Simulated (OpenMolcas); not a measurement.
Pt2+ with its 8 nearest fluoride ions at 2.334 Å, on the Sr site of SrF2 (a = 5.796 Å, distance in the model lattice 2.510 Å). The rest of the host is ab initio model potentials to 7.6 Å and point charges beyond; the distance is set by hand and nothing relaxes. Ligand basis ANO-RCC-VDZP.
```
Pt    0.0000    0.0000    0.0000
F     1.3475    1.3475    1.3475
F     1.3475    1.3475   -1.3475
F     1.3475   -1.3475    1.3475
F     1.3475   -1.3475   -1.3475
F    -1.3475    1.3475    1.3475
F    -1.3475    1.3475   -1.3475
F    -1.3475   -1.3475    1.3475
F    -1.3475   -1.3475   -1.3475
```

```yaml
Program: OpenMolcas 26.06
Method: CASSCF
Basis: ANO-RCC-VTZP [8s7p5d3f1g]
Scalar_Hamiltonian: DKH2, point nucleus
Active_space: 8 electrons in 5 orbitals (5d)
State_averaging: 2S+1 = 3 even, 10 roots; 2S+1 = 1 even, 15 roots
Spin-orbit_coupling: state interaction with AMFI integrals over the reference wave functions
```

(1) What is the spin-free ground state (labels of O, the rotations of Oh)?

(2) Where is the first state of the same spin?

(3) What are the lowest two levels with spin-orbit coupling?

(4) What is χT at 300 K, and how does it compare with the textbook value?

(5) Which ligand-field parameters describe the states?

Answers

(1) 3T1, 3-fold in its orbital part, 97 % from free-ion F terms; it has the highest spin that d8 allows.

(2) 3T2 at 7110 cm-1 above the ground state.

(3) A 1-fold level A1, then a 3-fold level T1 1716 cm-1 above it. Their leading multiplicities are 3 (98 %) and 3 (98 %).

(4) The lowest level has 2S+1 = 3, for which the spin-only value is χT = S(S+1) / 2 = 1.000 cm3 K/mol (g = 2). The computed 0.840 at 300 K differs by -0.160, through orbital momentum, spin-orbit coupling and any other state in reach. With a threefold ground state the orbital momentum is unquenched, so the spin-only value is not expected to hold.

(5) A least-squares ligand-field fit to the states below 45000 cm-1, each weighted by its degeneracy and with a free common offset, gives 10Dq = -8141 cm-1 (negative for this site), B = 821 cm-1 and C = 3318 cm-1 (C/B = 4.04), with an rms deviation of 42 cm-1. The same method and metal basis give the free ion B = 865 cm-1 (fit to its terms below 60000 cm-1, rms deviation 8 cm-1), so the nephelauxetic ratio is β = 821 / 865 = 0.95; it hangs on how both fits weigh the states, and computed free-ion B values tend to be too large, so β mixes covalency with correlation.

Without dynamic correlation the repulsion within the d shell is too large (B by tens of per cent), so at a given field states of lower spin stand too high. Real 4d8 and 5d8 ions are as a rule square planar and diamagnetic. With metal d orbitals alone the field can be off either way by tens of per cent. Ligand-to-metal charge-transfer states are missing. With no ligand orbital active B as a rule stays too high, so bands that hang on it stand too high and its fall with covalency is understated. No measured value stands beside these numbers; the geometry was set by hand and not optimised.
